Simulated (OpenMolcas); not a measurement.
## F+: effect of the basis set

```json
{
  "Program": "OpenMolcas 26.06",
  "Method": "CASSCF",
  "Active space": "6 electrons in 4 orbitals (2s 2p)",
  "State averaging": "2S+1 = 3 even, 3 roots; 2S+1 = 1 even, 6 roots; 2S+1 = 3 odd, 3 roots; 2S+1 = 1 odd, 3 roots",
  "Spin-orbit coupling": "RASSI with atomic mean-field integrals over the reference wave functions, term energies averaged over their components"
}
```

A. ANO-R1 [3s2p1d], X2C, finite nucleus; cost about 7 core-seconds
B. ANO-RCC-VTZP [4s3p2d1f], DKH2, point nucleus; cost roughly 6 core-seconds
C. ANO-L-VTZP [4s3p2d1f], non-relativistic, point nucleus; cost of the order of 7 core-seconds
D. ANO-R3 [4s4p2d1f], X2C, finite nucleus; cost of the order of 7 core-seconds
E. ANO-R2 [4s4p2d1f], X2C, finite nucleus; cost of the order of 8 core-seconds
F. ANO-RCC-VQZP [5s4p3d2f1g], DKH2, point nucleus; cost of the order of 14 core-seconds

Energies in cm-1 above 2s2 2p4 3P2, the measured ground level; measured values from NIST Handbook of Basic Atomic Spectroscopic Data.

```tsv
Level	A	B	C	D	E	F	Measured
2s2 2p4 3P2	0.0	0.0	0.0	0.0	0.0	0.0	0.0
2s2 2p4 3P1	322	323	321	319	319	320	341
2s2 2p4 3P0	477	479	475	472	472	474	490
2s2 2p4 1D2	22742	22726	22769	22800	22800	22799	20873
2s2 2p4 1S0	42404	42239	42291	42371	42371	42349	44918
2s 2p5 3P* 2	176106	175858	175158	175960	175960	175924	164798
2s 2p5 3P* 1	176418	176172	175469	176270	176270	176235	165107
2s 2p5 3P* 0	176575	176329	175626	176427	176427	176392	165279
2s 2p5 1P* 1	259540	259623	258877	259711	259711	259746
```

Deviations, from unrounded energies. A percentage is the sum of absolute deviations over the sum of measured energies, with the sign that they share, or ± where signs differ.

```json
{"Against measurement": "mean absolute deviation (cm-1)", "Levels": "7", "A": "5500", "B": "5400", "C": "5100", "D": "5400", "E": "5400", "F": "5400"}
{"Against measurement": "fine structure of the ground term (%)", "Levels": "2", "A": "-3.8", "B": "-3.5", "C": "-4.2", "D": "-4.8", "E": "-4.8", "F": "-4.5"}
{"Against measurement": "other terms of the ground configuration (%)", "Levels": "2", "A": "±6.7", "B": "±6.9", "C": "±6.9", "D": "±6.8", "E": "±6.8", "F": "±6.8"}
{"Against measurement": "other configurations (%)", "Levels": "3", "A": "+6.8", "B": "+6.7", "C": "+6.3", "D": "+6.8", "E": "+6.8", "F": "+6.7"}
```

C lies closest to measurement on these levels and A furthest from it. The largest miss of C in the table is 2s 2p5 3P* 1, by +10000 cm-1. The ranking rests on the paired levels alone, and a cruder setting can come out closer through cancelling errors.

Among A to F the level of the table that moves most is 2s 2p5 3P* 0, by 950 cm-1 (lowest in C, highest in A).

Without dynamic correlation excited terms often stand tens of per cent too high (terms of higher spin than the ground term too low), and those without a measured partner can miss by more than the paired ones. Computed and measured levels are paired by configuration, term and J; levels that our copy of the source lacks, or whose pairing is in doubt (as where it misses far off the trend of its configuration), stay unpaired and out of the deviations. Only configurations of the active space appear.

* marks odd parity.
